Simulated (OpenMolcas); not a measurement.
Potential curves of TeN: spin-free states

Calculated with OpenMolcas 26.06: state-averaged CASSCF(9,7) over Te 5p, N 2s 2p, XMS-CASPT2 (IPEA 0.25, imaginary shift 0.2 hartree), scalar X2C, ANO-RCC-VTZP, then RASSI spin–orbit state interaction with atomic mean-field integrals. C2 symmetry about the axis (a holds Σ, Δ, Γ; b holds Π, Φ, H; Σ⁺ and Σ⁻ are not told apart); roots by multiplicity and irrep: 2b 8, 4b 2, 4a 2, 2a 5.

XMS-CASPT2 energies in eV from the lowest point. Curves are followed by energy order within each symmetry, so they are adiabatic and may change character at avoided crossings; Σ⁺ and Σ⁻ are counted together.

```tsv
R (Å)	(1)2Π	(1)4Π	(2)2Π	(1)2Σ	(2)4Σ
1.625	1.335	4.678	5.372	5.280	8.367
1.720	0.407	3.202	3.923	4.214	6.701
1.805	0.055	2.416	3.155	3.688	5.699
1.890	0.000	1.980	2.750	3.407	5.006
1.984	0.174	1.753	2.567	3.265	4.486
2.079	0.457	1.695	2.582	3.221	4.154
2.211	0.930	1.803	2.790	3.272	3.871
2.381	1.553	2.057	3.235	3.334	3.630
2.646	2.238	2.468	3.998	3.243	3.602
3.024	2.707	2.780	4.894	3.054	3.747
```

The 5 lowest clean curves are shown; the next is (3)2Σ, from 4.09 eV. Left out for impure symmetry, kinks or missing points, though low: (1)4Σ, (1)2Δ, (2)2Σ, (1)2Φ. Only roots inside an energy window near the equilibrium distance were included, so the list of states is not complete; labels number the states computed. Each spin and symmetry block has orbitals of its own, averaged over its own roots, so gaps between blocks are less sure than gaps within one and near the minimum can be off by tenths of an eV, in bad cases by more. No Rydberg orbitals are active, so Rydberg states, and σ→σ* states whose orbital the CASSCF left unused, can be missing between those listed. CASPT2 splits the two components of degenerate states numerically, here by up to 51 cm⁻¹. Points that failed a check (symmetry, reference weights, a jump) are left out.
